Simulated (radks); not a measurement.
Ionisation of the gallium ion Ga+, [Ar] 3d10 4s2, to [Ar] 3d10 4s1 as the strength of local exchange is varied. Method: Dirac Kohn-Sham, Slater X-alpha exchange (alpha = 2/3 is LDA exchange), no correlation, spin-unpolarised, spherical densities, finite nucleus; Fermi nuclear charge, rms radius 3.9973 fm; computed with a radial shooting solver on a logarithmic mesh with Libxc functionals.

alpha  E(Ga+) (hartree)  exchange (hartree)  IE (eV)  -e of the level emptied (eV)  <r> of it (bohr)
0.575       -1928.69763           -59.81978   19.350                14.563 (4s1/2)             2.270
0.667       -1938.29333           -69.74658   20.273                15.447 (4s1/2)             2.229
0.675       -1939.13006           -70.61437   20.354                15.525 (4s1/2)             2.226
0.682       -1939.86250           -71.37430   20.425                15.593 (4s1/2)             2.223
0.683       -1939.96715           -71.48290   20.435                15.603 (4s1/2)             2.222
0.842       -1956.68118           -88.89709   22.078                17.190 (4s1/2)             2.156

NIST Atomic Spectra Database: 20.515 eV (measured). The Delta-SCF value meets it near alpha = 0.69. Spin polarisation and multiplet splitting are left out, so open shells lie too high by an amount that depends on their filling.

Beside tabulated values, note that spin-unpolarised runs miss the spin-polarisation part of the exchange energy of open shells.
